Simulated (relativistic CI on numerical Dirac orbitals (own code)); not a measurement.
**Hf II: what numerical and physical settings do to a radial Dirac CI calculation**

Reference input:

```
atom Hf  Z=72  charge=1  electrons=71
nucleus A=180  rms_radius_fm=5.3470
hamiltonian dirac-coulomb  breit=on  qed=on  c_scale=1
orbitals kli  potential=per-configuration
slater_scale 1
correlation none
mixing on
grid step=0.0125 r_max=129.7
scf mixing=0.4 start=green max_iterations=150 tolerance=2e-08 node_fill=0.05
configurations
  [Xe] 4f14 5d 6s2
end
```

Computed lowest total energy -15062.31897 Ha, first excitation 3239.5 cm⁻¹, 16 SCF steps. Runs with settings changed; * marks those that are bad on purpose:

```
                                                               Changed        Outcome  Lowest level    ΔE (Ha)  First excitation (cm⁻¹)  SCF steps                                                                            Message
                                                      Slater scale 1.2      converged     5d 2D_3/2          0                   3239.5         16                                                                                   
                SCF tolerance 0.0001, Slater scale 1.2, SCF mixing 0.1      converged     5d 2D_3/2   2.16e-05                   3239.6         20                                                                                   
end of the grid at 389.1 bohr, SCF tolerance 1e-05, iteration limit 30      converged     5d 2D_3/2   -3.4e-06                   3239.6         11                                                                                   
                            start potential previous, Slater scale 1.2      converged     5d 2D_3/2  -3.98e-10                   3239.5         14                                                                                   
                                       end of the grid at 10.38 bohr *  not converged                                                           13                                                               orbital 6s not found
                                                   iteration limit 6 *  not converged                                                            6  SCF of 1s2 2s2 2p6 3s2 3p6 3d10 4s2 4p6 4d10 4f14 5s2 5p6 5d 6s2 did not converge
```

With so few configurations and no correlation, terms lie too far apart (by 10 to 50 % near neutrality), their order can be wrong, and levels of other configurations are missing.
